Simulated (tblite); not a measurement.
Compound: C4H8Si.
Numbering: `[CH2:1]=[CH:2]/[CH:3]=[CH:4]/[SiH3:5]` (hydrogens: H6, H7 on C1; H8 on C2; H9 on C3; H10 on C4; H11, H12, H13 on Si5)

Computed with GFN2-xTB (tblite), gas phase: L-BFGS steps from a force-field or distance-geometry start until the largest atomic force falls under 0.01 eV/Å.

Step 0: E = -389.1474 eV
```
atom  x, y, z in Å  |  force x, y, z in eV/Å
C1     -2.2756    0.0772   -1.5679   -0.809   0.121  -0.190
C2     -1.6205    0.1636   -0.4206    0.457  -0.088   0.282
C3     -0.1768   -0.0248   -0.3126   -0.818   0.142  -0.260
C4      0.4739    0.0677    0.8399   -0.288   0.047   0.663
Si5     2.2804   -0.1542    1.0788    1.380  -0.221  -0.167
H6     -1.7930   -0.1266   -2.5125   -0.011   0.011   0.141
H7     -3.3594    0.2257   -1.5948    0.499  -0.093  -0.113
H8     -2.1594    0.3730    0.5087    0.246  -0.068  -0.315
H9      0.3527   -0.2331   -1.2419   -0.115   0.051   0.250
H10    -0.0541    0.2664    1.7790   -0.217   0.001  -0.473
H11     2.9311   -0.4345   -0.2344   -0.178   0.073   0.412
H12     2.8594    1.0801    1.6523   -0.087  -0.183  -0.067
H13     2.5369   -1.2800    2.0082   -0.058   0.207  -0.164
```

Step 1: E = -389.1883 eV
```
atom  x, y, z in Å  |  force x, y, z in eV/Å
C1     -2.2872    0.0789   -1.5706    0.221   0.054   0.369
C2     -1.6139    0.1623   -0.4166   -0.364  -0.073  -0.506
C3     -0.1885   -0.0228   -0.3163    0.057   0.110   0.455
C4      0.4698    0.0684    0.8494    0.036  -0.126  -0.292
Si5     2.3001   -0.1574    1.0764    0.539  -0.088  -0.104
H6     -1.7931   -0.1265   -2.5105   -0.063   0.022   0.150
H7     -3.3523    0.2244   -1.5964   -0.046  -0.014  -0.103
H8     -2.1559    0.3720    0.5042    0.176  -0.038  -0.146
H9      0.3511   -0.2324   -1.2383   -0.129   0.050   0.210
H10    -0.0572    0.2664    1.7722   -0.365   0.066  -0.103
H11     2.9285   -0.4335   -0.2285   -0.051   0.024   0.190
H12     2.8582    1.0775    1.6514   -0.011  -0.096  -0.029
H13     2.5360   -1.2770    2.0058   -0.002   0.108  -0.091
```

Step 2: E = -389.2031 eV
```
atom  x, y, z in Å  |  force x, y, z in eV/Å
C1     -2.2877    0.0803   -1.5659    0.050  -0.020  -0.215
C2     -1.6173    0.1608   -0.4229   -0.070   0.000   0.105
C3     -0.1915   -0.0204   -0.3106    0.075   0.029   0.080
C4      0.4690    0.0667    0.8481    0.317  -0.106  -0.020
Si5     2.3148   -0.1597    1.0741    0.009   0.006  -0.014
H6     -1.7941   -0.1261   -2.5076   -0.070   0.027   0.162
H7     -3.3506    0.2237   -1.5985   -0.128   0.002  -0.079
H8     -2.1520    0.3711    0.5005    0.106  -0.026  -0.099
H9      0.3486   -0.2314   -1.2339   -0.134   0.055   0.220
H10    -0.0637    0.2674    1.7684   -0.288   0.051  -0.091
H11     2.9269   -0.4328   -0.2237    0.063  -0.020  -0.013
H12     2.8576    1.0752    1.6506    0.037  -0.030  -0.002
H13     2.5357   -1.2744    2.0037    0.032   0.031  -0.034
```

Step 3: E = -389.2089 eV
```
atom  x, y, z in Å  |  force x, y, z in eV/Å
C1     -2.2876    0.0805   -1.5681   -0.035   0.016   0.002
C2     -1.6192    0.1603   -0.4229    0.045  -0.016  -0.011
C3     -0.1918   -0.0191   -0.3077    0.039   0.012   0.057
C4      0.4738    0.0644    0.8479    0.158  -0.049   0.096
Si5     2.3207   -0.1606    1.0730   -0.103   0.031   0.033
H6     -1.7957   -0.1255   -2.5038    0.017  -0.007  -0.007
H7     -3.3518    0.2235   -1.6006   -0.091  -0.002  -0.076
H8     -2.1488    0.3703    0.4974    0.003   0.004   0.027
H9      0.3454   -0.2301   -1.2286   -0.079   0.034   0.115
H10    -0.0708    0.2686    1.7653   -0.165   0.019  -0.150
H11     2.9273   -0.4328   -0.2221    0.105  -0.036  -0.092
H12     2.8580    1.0738    1.6503    0.058   0.003   0.010
H13     2.5361   -1.2729    2.0023    0.048  -0.008  -0.004
```

Problem. Estimate the geometry and energy of step 4. (The exact step hangs on the optimiser's Hessian estimate; all steps are aligned on step 3, rigid shifts and turns removed.)

Solution. E = -389.2121 eV, largest force 0.151 eV/Å
```
atom  x, y, z in Å  |  force x, y, z in eV/Å
C1     -2.2885    0.0811   -1.5683   -0.068   0.013   0.002
C2     -1.6193    0.1595   -0.4240    0.077   0.005   0.062
C3     -0.1916   -0.0179   -0.3046    0.052   0.000   0.089
C4      0.4789    0.0623    0.8498   -0.068  -0.006   0.048
Si5     2.3230   -0.1606    1.0729   -0.068   0.022   0.023
H6     -1.7960   -0.1253   -2.5021    0.034  -0.014  -0.053
H7     -3.3539    0.2232   -1.6033   -0.049  -0.004  -0.058
H8     -2.1470    0.3700    0.4962   -0.031   0.010   0.056
H9      0.3422   -0.2287   -1.2235   -0.012   0.010   0.012
H10    -0.0780    0.2696    1.7603   -0.088   0.005  -0.123
H11     2.9295   -0.4335   -0.2227    0.100  -0.032  -0.085
H12     2.8593    1.0730    1.6502    0.066   0.020   0.015
H13     2.5373   -1.2721    2.0013    0.056  -0.029   0.012
```

The energy changes by -0.0032 eV. The first-order estimate −F·Δx gives -0.0047 eV and the mean of the old and new forces, exact on a quadratic surface, -0.0032 eV. The step makes an angle of 36° with the force vector and moves no atom by more than 0.009 Å.

The cost below is that of the whole relaxation. On an Arm Neoverse V1 with one thread, no GPU, shared host, this took 0.12 s of wall time.
